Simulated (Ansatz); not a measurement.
C₅H₈BF₃N₂⁺, that is B(IMe)F3 with one electron fewer, relaxed as a doublet with UKS PBE-D4/def2-SVP in Ansatz, starting from the PBE-D4/def2-SVP geometry of the neutral singlet. Force threshold 0.03 eV/Å.

Start:

Cartesian coordinates in Å:
```
B 0.402 1.798 -0.746
C 0.010 0.291 -0.143
N -0.690 -0.740 -0.684
C -1.353 -0.716 -1.985
C -0.690 -1.829 0.175
C 0.034 -1.458 1.280
N 0.450 -0.157 1.062
C 1.289 0.635 1.958
H -0.922 -1.498 -2.640
H -2.437 -0.902 -1.857
H -1.188 0.281 -2.428
H -1.208 -2.763 -0.065
H 0.278 -2.007 2.195
H 0.927 1.679 1.936
H 1.220 0.220 2.979
H 2.338 0.620 1.606
F -0.026 2.739 0.209
F -0.234 2.002 -1.981
F 1.799 1.805 -0.872
```

Task: Estimate the energy that the relaxation releases and the steps that it takes.

Result: 0.34 eV, in 28 steps; 1.8 min on 4 threads of Arm Neoverse V2 on a shared host. The force fell under the threshold at step 15, but the optimiser went on and released 0.018 eV more. No frequencies were taken in this run, so the end may be a saddle point.

Task: Does the start keep its bonding?

Result: By distances, no bond broke or formed. The bond that changes most is B1–F19, from 1.40 to 1.45 Å (atoms count from 1).

Task: Predict the relaxed structure.

Result: 
Cartesian coordinates in Å:
```
B 0.366 1.798 -0.825
C -0.037 0.329 -0.087
N -0.704 -0.725 -0.675
C -1.268 -0.696 -2.031
C -0.775 -1.754 0.202
C -0.048 -1.371 1.354
N 0.433 -0.127 1.127
C 1.290 0.654 2.028
H -0.436 -0.692 -2.764
H -1.901 -1.589 -2.172
H -1.851 0.235 -2.158
H -1.342 -2.674 0.008
H 0.102 -1.913 2.297
H 0.838 1.650 2.185
H 1.393 0.108 2.981
H 2.280 0.789 1.550
F 0.651 2.749 0.103
F -0.530 2.120 -1.795
F 1.541 1.111 -1.329
```
Bond lengths: 6 × C–N 1.35 to 1.47 Å; 3 × B–F 1.36 to 1.45 Å; 1 × C–C 1.42 Å; 1 × B–C 1.69 Å; 8 × C–H 1.10 to 1.11 Å.
